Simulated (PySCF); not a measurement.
Computed properties of In(Cl)(OMe)(NH2) (CH5ClInNO), SMILES C[O][In]([NH2])[Cl]

In(Cl)(OMe)(NH2) (CH5ClInNO), SMILES [Cl][In]([O]C)[NH2]. The structure is a stationary point at B3LYP-D3(BJ)/def2-SVP. The structure was generated by enumeration; whether it is a known compound was not checked. The def2 effective core potentials stand for the cores of In; spin–orbit coupling is left out. The values are those of a single conformer. All values are computed for the isolated molecule unless a solvent is named; none is compared with measurement here.

**Structure.** All 24 harmonic modes at B3LYP-D3(BJ)/def2-SVP (PySCF) are real, so it is a minimum. With heavy atoms numbered as in [In:1]([Cl:2])([O:3][CH3:4])[NH2:8], the shortest bond between them is O3–C4 at 1.406 Å and the longest In1–Cl2 at 2.354 Å.

**Vibrations.** The strongest infrared lines (harmonic, unscaled, degenerate partners summed) lie at 1109 cm⁻¹ (227 km/mol, O 50 %, C 44 %), 464 cm⁻¹ (122 km/mol, H 48 %, N 44 %), 2948 cm⁻¹ (122 km/mol, H 97 %). The softest mode is at 28 cm⁻¹ and the zero-point energy is 41.7 kcal/mol.

**Electronic structure.** B3LYP/def2-TZVP (PySCF) places the frontier levels at -7.46 and -2.32 eV, a gap of 5.14 eV, and gives a dipole moment of 3.57 D and a mean polarisability of 73.3 bohr³. PBE/def2-TZVP (PySCF) at the same geometry gives -6.20 and -2.87 eV, so its gap is 1.81 eV narrower. An orbital gap is neither the optical nor the fundamental gap.

**Excitations.** TDDFT-ωB97X/def2-SVPD (PySCF) has S1 at 4.88 eV (254 nm, f = 0.011, weak); the most intense of the 10 singlets computed lies at 7.44 eV (f = 0.10). T1 (TDA) is at 4.32 eV. TDDFT-PBE/def2-SVPD (PySCF) puts S1 at 3.43 eV. No vertical singlet excitation falls in the visible range (under 3.1 eV).
